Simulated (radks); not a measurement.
Task: Isoelectronic series with 17 electrons, each ion in its NIST ground configuration. All-electron calculation, non-relativistic Kohn-Sham, r2SCAN, spin-polarised, spherical densities, point nucleus; open shells are filled with parallel spins first; meta-GGA in the generalised Kohn-Sham scheme. Program: a radial shooting solver on a logarithmic mesh with Libxc functionals. Total energies (hartree) and mean radii <r> (bohr):

ion,configuration,E (hartree),3p down,3p up,3s down,3s up
Cl,[Ne] 3s2 3p5,-460.11872,1.858,1.821,1.557,1.545
Ar+,[Ne] 3s2 3p5,-526.92343,1.562,1.543,1.385,1.376
K2+,[Ne] 3s2 3p5,-598.55159,1.361,1.350,1.247,1.240
Ca3+,[Ne] 3s2 3p5,-674.98976,1.212,1.204,1.135,1.129
Sc4+,[Ne] 3s2 3p5,-756.22971,1.095,1.089,1.042,1.037
Ti5+,[Ne] 3s2 3p5,-842.26593,1.000,0.9955,0.9636,0.9599
V6+,[Ne] 3s2 3p5,-933.09456,0.9216,0.9177,0.8967,0.8935
Cr7+,[Ne] 3s2 3p5,-1028.71279,0.8550,0.8518,0.8387,0.8360
Mn8+,[Ne] 3s2 3p5,-1129.11850,0.7978,0.7951,0.7881,0.7856
Fe9+,[Ne] 3s2 3p5,-1234.31006,0.7480,0.7457,0.7433,0.7412
Co10+,[Ne] 3s2 3p5,-1344.28620,0.7043,0.7023,0.7035,0.7016
Ni11+,[Ne] 3s2 3p5,-1459.04591,0.6656,0.6638,0.6678,0.6661
Cu12+,[Ne] 3s2 3p5,-1578.58837,0.6310,0.6295,0.6357,0.6341
Zn13+,[Ne] 3s2 3p5,-1702.91292,0.5999,0.5986,0.6065,0.6051
Ga14+,[Ne] 3s2 3p5,-1832.01901,0.5719,0.5706,0.5800,0.5787
Ge15+,[Ne] 3s2 3p5,-1965.90616,0.5463,0.5452,0.5557,0.5545
As16+,[Ne] 3s2 3p5,-2104.57400,0.5230,0.5220,0.5334,0.5323
Br18+,[Ne] 3s2 3p5,-2396.25049,0.4820,0.4811,0.4938,0.4929

Estimate the row of Se17+ ([Ne] 3s2 3p5).

Result: E (hartree) -2248.02221; 3p down 0.5017; 3p up 0.5007; 3s down 0.5128; 3s up 0.5118.
